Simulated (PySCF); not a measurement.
The free ion Mn3+ in its d4 configuration.

Method (PySCF 2.14, density fitting): CASSCF(4,5) with orbitals averaged over all microstates of the shell, strongly contracted NEVPT2 on the averaged canonical orbitals; basis x2c-TZVPall; spin-free X2C; gas phase; spin-orbit coupling by state interaction with the mean-field operator over all roots.

Q: Which term lies lowest, and with what spin?

A: 5D (S = 2, orbital degeneracy 5), by NEVPT2.

Q: Which is the lowest state of another spin?

A: 3H at 22548 cm⁻¹ by NEVPT2; CASSCF alone puts it at 23231 cm⁻¹ above the same ground state.

Q: What are the magnetic parameters?

A: The lowest spin-orbit level is 1-fold with J = 0; the next lies at 98.0 cm⁻¹. μeff is 3.72 μB at 300 K and 0.92 μB at 10 K; the free-ion value g_J√(J(J+1)) for the Hund's-rule level J = 0 is 0.00 μB.

The job took 6 s on one thread of Arm Neoverse V1 (shared host), with 48 basis functions, launched as `OMP_NUM_THREADS=1 python lf_run.py task.json out`.
